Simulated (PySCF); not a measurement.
# Structure elucidation problem

The spectra below were simulated for a compound C5H15PSi.

1H NMR (600 MHz, computed): δ 1.01 (m, 6H), 0.06 (m, 9H).

13C{1H} NMR (computed): δ 9.4 (CH3), -3.1 (CH3).

Calculated, not measured (PySCF 2.14): GIAO PBE0/pcSseg-1 shieldings, coordinates at the GFN2-xTB level. Non-relativistic, in vacuum, one computed conformer, fast rotation and ring inversion assumed for equivalent nuclei.

δ = σ(ref) − σ, references computed at the same level: 1H (31.72 ppm), 13C (186.93 ppm) vs TMS.

Problem. Propose a structure and justify it.

Solution. 
1. 2 carbon signals for 5 carbons: some carbons are equivalent by symmetry or fast rotation.
2. Carbon types of the structure: 5 × CH3, which accounts for all hydrogens.
3. δC 9.4: methyl carbon bonded to P.
4. δC -3.1: methyl carbon bonded to Si; an electropositive neighbour leaves it electron-rich and shielded.
5. δH 1.01: hydrogen on a methyl carbon bonded to P.
6. δH 0.06: hydrogen on a methyl carbon bonded to Si; an electropositive neighbour shields it, as in TMS itself.

Structure: SMILES [Si](P(C)C)(C)(C)C.

The data come from this structure; uniqueness wasn't tested.

Splittings by 31P in the carbon and heteronuclear signals aren't shown, as no couplings were computed. Shifts are as computed. Against solution values, carbons near 30 ppm lie about +3 ppm off and those near 130 ppm about +5 ppm. Of 1211 compounds with measured shifts, 218 miss one by over three times the rms of a fit or turn the order of signals round; such compounds aren't used in these exercises. No couplings were computed; multiplicities are counted from neighbouring protons, with m where these are inequivalent, close in shift, in a saturated or five-membered ring or joined by F or P, and br s for small geminal =CH2 splittings.
